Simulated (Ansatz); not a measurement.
A nudged elastic band was laid between two geometries of BH4NO + ClH (9 atoms, charge 0, multiplicity 1).

Computed with Ansatz, RKS PBE0/6-31G*.

```yaml
movable_images: 7
climbing_image: yes
spring: 5.0 eV/Å²
optimiser: quadratic models (default)
start_path: through a guess of the saddle point
force_threshold: 0.03 eV/Å
iteration_limit: 57
end_points: relaxed
```

Image 0:

```xyz
9
Properties=species:S:1:pos:R:3
B -0.082 -0.409 -0.137
O -0.498 0.207 1.035
H -1.309 -0.169 1.391
N 1.082 0.050 -0.750
H 1.638 0.810 -0.384
H 1.438 -0.352 -1.602
H -0.717 -1.314 -0.603
Cl 1.211 2.515 2.073
H 0.390 1.546 1.741
```

Image 8:

```xyz
9
Properties=species:S:1:pos:R:3
B 0.204 0.662 -0.490
O -0.329 -0.313 2.231
H -1.252 -0.114 2.026
N 1.378 0.051 -0.892
H 1.384 -0.879 -1.283
H 2.295 0.444 -0.734
H -0.866 0.177 -0.688
Cl 0.278 2.295 0.240
H 0.063 0.561 2.355
```

Problem. Which bonds break or form, and what moves?

Solution. Bonds broken: B1–O2, Cl8–H9. Bonds formed: B1–Cl8, O2–H9. BH4NO + ClH becomes BClH3N + H2O.

Problem. What energy profile does the band end with?

Solution. It converged. The highest image is number 5 of 0 to 8, 1.05 eV above the first end and 0.57 eV above the last; the last end lies 0.48 eV above the first. A vibrational analysis at the climbing image gives one clearly imaginary mode, 369i cm⁻¹: a first-order saddle point. The orbitals stay closed-shell, which can raise the energy where a bond breaks towards radicals; this wasn't checked here.

```json
{"image": "0", "path coordinate (Å)": "0.00", "energy (eV)": "0.00", "B1–O2 (Å)": "1.39", "Cl8–H9 (Å)": "1.31", "B1–Cl8 (Å)": "3.89"}
{"image": "1", "path coordinate (Å)": "1.02", "energy (eV)": "0.02", "B1–O2 (Å)": "1.39", "Cl8–H9 (Å)": "1.31", "B1–Cl8 (Å)": "3.84"}
{"image": "2", "path coordinate (Å)": "2.05", "energy (eV)": "0.10", "B1–O2 (Å)": "1.39", "Cl8–H9 (Å)": "1.31", "B1–Cl8 (Å)": "3.49"}
{"image": "3", "path coordinate (Å)": "3.07", "energy (eV)": "0.77", "B1–O2 (Å)": "1.44", "Cl8–H9 (Å)": "1.41", "B1–Cl8 (Å)": "2.59"}
{"image": "4", "path coordinate (Å)": "4.10", "energy (eV)": "0.86", "B1–O2 (Å)": "1.70", "Cl8–H9 (Å)": "2.38", "B1–Cl8 (Å)": "1.92"}
{"image": "5", "path coordinate (Å)": "5.12", "energy (eV)": "1.05", "B1–O2 (Å)": "1.71", "Cl8–H9 (Å)": "2.50", "B1–Cl8 (Å)": "1.90"}
{"image": "6", "path coordinate (Å)": "5.93", "energy (eV)": "0.82", "B1–O2 (Å)": "1.74", "Cl8–H9 (Å)": "2.69", "B1–Cl8 (Å)": "1.86"}
{"image": "7", "path coordinate (Å)": "6.75", "energy (eV)": "0.56", "B1–O2 (Å)": "2.29", "Cl8–H9 (Å)": "2.83", "B1–Cl8 (Å)": "1.81"}
{"image": "8", "path coordinate (Å)": "7.56", "energy (eV)": "0.48", "B1–O2 (Å)": "2.94", "Cl8–H9 (Å)": "2.74", "B1–Cl8 (Å)": "1.79"}
```

Problem. What is the geometry of the highest image?

Solution. 
```xyz
9
Properties=species:S:1:pos:R:3
B 0.030 0.517 -0.097
O -0.049 -0.230 1.435
H -0.994 -0.288 1.654
N 1.175 -0.109 -0.757
H 1.775 -0.661 -0.157
H 1.752 0.540 -1.278
H -1.097 0.349 -0.493
Cl 0.232 2.332 0.415
H 0.329 0.434 2.043
```

Problem. What are the harmonic wavenumbers there?

Solution. 369i, 154, 265, 302, 390, 472, 546, 604, 743, 846, 985, 1090, 1115, 1194, 1650, 1692, 2582, 3579, 3670, 3681, 3806 cm⁻¹.

Time of the run: 7.9 min on 1 thread of Arm Neoverse V2, with other jobs on the host, peak memory 0.17 GiB.
